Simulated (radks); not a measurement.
Results of a calculation; reference values are marked as such.
Ionisation of Tc12+, [Ar] 3d10 4s2 4p1, to Tc13+, [Ar] 3d10 4s2, under several functionals. Non-relativistic Kohn-Sham, spin-unpolarised, spherical densities, point nucleus; a radial shooting solver on a logarithmic mesh with Libxc functionals. The NIST Atomic Spectra Database gives 262.1 eV (semi-empirical). Rank these functionals by the error of their Delta-SCF ionisation energy: OLYP; LDA (Slater exchange, Perdew-Wang correlation); BP86; XLYP; LDA (Slater exchange, VWN5 correlation); BLYP; r2SCAN; SOGGA; PBEsol; RPBE.

Answer. From best to worst: LDA (Slater exchange, VWN5 correlation) 258.61 eV (-3.5); LDA (Slater exchange, Perdew-Wang correlation) 258.60 eV (-3.5); XLYP 258.16 eV (-3.9); BP86 258.14 eV (-3.9); BLYP 258.13 eV (-4.0); PBEsol 257.93 eV (-4.2); SOGGA 257.73 eV (-4.4); OLYP 257.58 eV (-4.5); RPBE 257.58 eV (-4.5); r2SCAN 257.35 eV (-4.7). Relativity is left out here, which matters for elements this heavy. Spin polarisation and multiplet splitting are left out, so open shells lie too high by an amount that depends on their filling.

Beside tabulated values, note that spin-unpolarised runs miss the spin-polarisation part of the exchange energy of open shells.
